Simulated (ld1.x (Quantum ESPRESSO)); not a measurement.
## What one change does to a pseudopotential (molybdenum (Mo), TM)

```
Element                 : molybdenum (Mo)
Generator               : ld1.x (Quantum ESPRESSO) 7.5
Type                    : norm-conserving Troullier–Martins (Kleinman–Bylander form)
Functional              : PBEsol
Relativity              : scalar-relativistic
Frozen core             : [Kr]
Valence charge          : 6
Reference configuration : 4d5.5 5s0.5 5p0
Partial waves           : 5s (bound): rc 2.40 bohr; 5p (bound, empty): rc 4.10 bohr; 4d (bound): rc 2.40 bohr; 4f channel at 0.35 Ry: rc 3.80 bohr
Local potential         : all-electron potential smoothed inside 2.60 bohr (lloc = -1)
Core correction         : none
```

Change: wave 4d (bound): rc 2.40 bohr becomes 4d (bound): rc 3.16 bohr.

Cutoffs: the cutoffs (Ry, on a coarse ladder) from which the occupation-weighted sum of valence levels, in a spherical-Bessel basis at the reference potential, stays within 10 and 1 mRy of its value at 400 Ry; they do not see the model core or the augmentation charge, which bear on the density cutoff. Errors are all-electron minus pseudo energies relative to the spin-unpolarised reference configuration.

Problem. How do hardness, ghosts and transferability respond?

Solution. The potential gets softer (35 Ry and 40 Ry → 21 Ry and 30 Ry); of the 7 tests that both files solve, the error grows in 4 and shrinks in 2 by more than 15 % and 0.3 meV (median size 14.5 → 11.8 meV); neither file shows a bound ghost at the reference potential, the only one tested. A larger radius leaves more room for a smooth pseudo-wave, so fewer plane waves are needed.

| quantity | base | changed |
| --- | --- | --- |
| cutoff, loose | 35 Ry | 21 Ry |
| cutoff, tight | 40 Ry | 30 Ry |
| loose cutoff by channel (10 mRy a level) | s 6 Ry, d 30 Ry | s 6 Ry, d 18 Ry |
| bound ghosts | none | none |
| error for 4d5 5s1 5p0, meV [ΔE -0.29 eV] | -3.4 | +3.7 |
| error for 4d5 5s0 5p0, meV [ΔE 6.62 eV] | +3.3 | +1.3 |
| error for 4d4 5s0 5p0, meV [ΔE 22.07 eV] | -32 | -12 |
| error for 4d4 5s2 5p0, meV [ΔE -0.11 eV] | +14 | +98 |
| error for 4d2 5s0 5p0, meV [ΔE 88.27 eV] | -320 | +553 |
| error for 4d4 5s1 5p0, meV [ΔE 7.80 eV] | +64 | +116 |
| error for 4d5 5s0.5 5p0, meV [ΔE 2.45 eV] | +0.3 | +1.3 |
| s: phases at 4.45 bohr within 0.05 rad from the reference energy up to (Ry; the scan ends near 5) | 0.2 | 0.2 |
| p: phases at 4.45 bohr within 0.05 rad from the reference energy up to (Ry; the scan ends near 5) | 0.8 | 0.8 |
| d: phases at 4.45 bohr within 0.05 rad from the reference energy up to (Ry; the scan ends near 5) | 0.6 | 0.5 |
| f: phases at 4.45 bohr within 0.05 rad from the reference energy up to (Ry; the scan ends near 5) | 1.9 | 1.9 |

Base: These tests converged, but a pseudo level misses the all-electron one widely, so the file describes the atom poorly there or has found another state: 4d2 5s0 5p0: empty 5s by 10.4 eV (a node warning on the way). Changed file: These tests converged, but a pseudo level misses the all-electron one widely, so the file describes the atom poorly there or has found another state: 4d2 5s0 5p0: empty 5s by 9.4 eV (a node warning on the way).
